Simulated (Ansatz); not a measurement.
Program: Ansatz. Geometries: PBE0-D4/def2-TZVP. ΔE: electronic, gas phase. CBS: MP2 limit from def2 TZ/QZ plus the TZ coupled-cluster correction, frozen cores. This one scheme is used for every species. DFT in def2-TZVPP. B3LYP here is the variant with VWN-RPA as its local correlation; programs differ in this. HSE06 is defined as in plane-wave codes. Each species was taken in one conformer, which may not be the lowest.

Reaction (ligand exchange at the Si–C bond): `C=C[SiH](C)F` + CH₃NH₂ → `CN[SiH](C)F` + ethylene

```json
{"level": "LDA (SPW92)", "ΔE (kJ/mol)": "-66.8", "difference from CCSD(T)/CBS": "-0.7"}
{"level": "PBE-D4", "ΔE (kJ/mol)": "-60.3", "difference from CCSD(T)/CBS": "5.8"}
{"level": "revPBE-D4", "ΔE (kJ/mol)": "-60.2", "difference from CCSD(T)/CBS": "5.9"}
{"level": "BLYP-D4", "ΔE (kJ/mol)": "-65.8", "difference from CCSD(T)/CBS": "0.3"}
{"level": "r2SCAN-D4", "ΔE (kJ/mol)": "-65.1", "difference from CCSD(T)/CBS": "1.0"}
{"level": "PBE0-D4", "ΔE (kJ/mol)": "-62.4", "difference from CCSD(T)/CBS": "3.7"}
{"level": "r2SCANh-D4", "ΔE (kJ/mol)": "-65.6", "difference from CCSD(T)/CBS": "0.5"}
{"level": "r2SCAN0-D4", "ΔE (kJ/mol)": "-66.3", "difference from CCSD(T)/CBS": "-0.2"}
{"level": "BHLYP-D4", "ΔE (kJ/mol)": "-69.8", "difference from CCSD(T)/CBS": "-3.7"}
{"level": "CAM-B3LYP-D4", "ΔE (kJ/mol)": "-70.2", "difference from CCSD(T)/CBS": "-4.1"}
{"level": "ωB97M-V", "ΔE (kJ/mol)": "-66.7", "difference from CCSD(T)/CBS": "-0.6"}
{"level": "B2PLYP", "ΔE (kJ/mol)": "-66.4", "difference from CCSD(T)/CBS": "-0.3"}
{"level": "PBE-QIDH", "ΔE (kJ/mol)": "-64.6", "difference from CCSD(T)/CBS": "1.5"}
{"level": "PBE", "ΔE (kJ/mol)": "-58.9", "difference from CCSD(T)/CBS": "7.2"}
{"level": "revPBE", "ΔE (kJ/mol)": "-55.8", "difference from CCSD(T)/CBS": "10.3"}
{"level": "BLYP", "ΔE (kJ/mol)": "-62.9", "difference from CCSD(T)/CBS": "3.2"}
{"level": "r2SCAN", "ΔE (kJ/mol)": "-64.7", "difference from CCSD(T)/CBS": "1.4"}
{"level": "PBE0", "ΔE (kJ/mol)": "-61.2", "difference from CCSD(T)/CBS": "4.9"}
{"level": "B3LYP", "ΔE (kJ/mol)": "-65.2", "difference from CCSD(T)/CBS": "0.9"}
{"level": "r2SCANh", "ΔE (kJ/mol)": "-65.2", "difference from CCSD(T)/CBS": "0.9"}
{"level": "r2SCAN0", "ΔE (kJ/mol)": "-65.9", "difference from CCSD(T)/CBS": "0.2"}
{"level": "HSE06", "ΔE (kJ/mol)": "-61.1", "difference from CCSD(T)/CBS": "5.0"}
{"level": "BHLYP", "ΔE (kJ/mol)": "-68.6", "difference from CCSD(T)/CBS": "-2.5"}
{"level": "CAM-B3LYP", "ΔE (kJ/mol)": "-69.0", "difference from CCSD(T)/CBS": "-2.9"}
{"level": "LC-ωPBE", "ΔE (kJ/mol)": "-65.2", "difference from CCSD(T)/CBS": "0.9"}
{"level": "RPA@PBE/def2-TZVPP", "ΔE (kJ/mol)": "-62.9", "difference from CCSD(T)/CBS": "3.2"}
{"level": "HF/def2-SVP", "ΔE (kJ/mol)": "-67.4", "difference from CCSD(T)/CBS": "-1.3"}
{"level": "MP2/def2-SVP", "ΔE (kJ/mol)": "-66.4", "difference from CCSD(T)/CBS": "-0.3"}
{"level": "CCSD/def2-SVP", "ΔE (kJ/mol)": "-66.7", "difference from CCSD(T)/CBS": "-0.6"}
{"level": "CCSD(T)/def2-SVP", "ΔE (kJ/mol)": "-65.8", "difference from CCSD(T)/CBS": "0.3"}
{"level": "HF/def2-TZVPP", "ΔE (kJ/mol)": "-69.0", "difference from CCSD(T)/CBS": "-2.9"}
{"level": "MP2/def2-TZVPP", "ΔE (kJ/mol)": "-66.5", "difference from CCSD(T)/CBS": "-0.4"}
{"level": "SCS-MP2/def2-TZVPP", "ΔE (kJ/mol)": "-66.4", "difference from CCSD(T)/CBS": "-0.3"}
{"level": "CCSD/def2-TZVPP", "ΔE (kJ/mol)": "-66.5", "difference from CCSD(T)/CBS": "-0.4"}
{"level": "HF/def2-QZVPP", "ΔE (kJ/mol)": "-69.4", "difference from CCSD(T)/CBS": "-3.3"}
{"level": "MP2/def2-QZVPP", "ΔE (kJ/mol)": "-66.9", "difference from CCSD(T)/CBS": "-0.8"}
{"level": "SCS-MP2/def2-QZVPP", "ΔE (kJ/mol)": "-66.8", "difference from CCSD(T)/CBS": "-0.7"}
{"level": "HF/CBS(def2)", "ΔE (kJ/mol)": "-69.5", "difference from CCSD(T)/CBS": "-3.4"}
{"level": "MP2/CBS(def2)", "ΔE (kJ/mol)": "-66.9", "difference from CCSD(T)/CBS": "-0.8"}
{"level": "CCSD/CBS(def2)", "ΔE (kJ/mol)": "-66.9", "difference from CCSD(T)/CBS": "-0.8"}
{"level": "CCSD(T)/CBS", "ΔE (kJ/mol)": "-66.1", "difference from CCSD(T)/CBS": "0"}
```

Largest T1 diagnostic among the species: 0.011.

Leaving LDA and LC-ωPBE aside and taking each functional with its dispersion term where it has one, the values spread over 10.0 kJ/mol, from CAM-B3LYP-D4 to revPBE-D4. LDA lies −7.8 kJ/mol from PBE without D4. From BLYP to BHLYP (50 % exact exchange), in def2-TZVPP and without D4, ΔE moves by −5.7 kJ/mol.

CCSD(T)/CBS has its own doubt, a few kJ/mol and more with outer-core shells, so smaller differences from it don't rank the levels.
